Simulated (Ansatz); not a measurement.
Cl4H2In2, SMILES `[Cl][In@H-]1[Cl+][In@@H-]([Cl])[Cl+]1`, one more setting.

```yaml
crystal:
  periodic: [false, false, false]
  atoms:
    - {symbol: Cl, position_ang: [2.144509, 0.084024, -2.530677]}
    - {symbol: In, position_ang: [1.867831, -0.073338, -0.055674]}
    - {symbol: Cl, position_ang: [0.122628, -1.846919, 0.255888]}
    - {symbol: In, position_ang: [-1.664888, -0.148405, 0.469889]}
    - {symbol: Cl, position_ang: [-2.866459, 0.175060, -1.609818]}
    - {symbol: Cl, position_ang: [0.046997, 1.618240, 0.562542]}
    - {symbol: H, position_ang: [2.906517, -0.164320, 1.085834]}
    - {symbol: H, position_ang: [-2.638663, -0.062362, 2.026246]}
basis:
  gaussian: {orbitals: ANO-RCC-VTZP, nuclear_model: gaussian}
magnetization: {spin_polarized: true, initial_magnetization: 2}
hamiltonian: {xc: {name: PBEsol}}
scf: {lower_state_search: off}
scf: {max_iter: 3}
output: {forces: true}
```

```sh
$ ansatz run in.yaml --threads 2 --pin off --events-out ev --progress --plain --max-ram 20480MiB --backend cuda --devices 0, --max-vram 18GiB
```

Output, abridged:

```
Error: YAML parse error: error: line 17 column 1: duplicate mapping key: scf, set DuplicateKeyPolicy in Options if acceptable
15 | hamiltonian: {xc: {name: PBEsol}}
16 | scf: {lower_state_search: off}
17 | scf: {max_iter: 3}
18 | output: {forces: true}
```
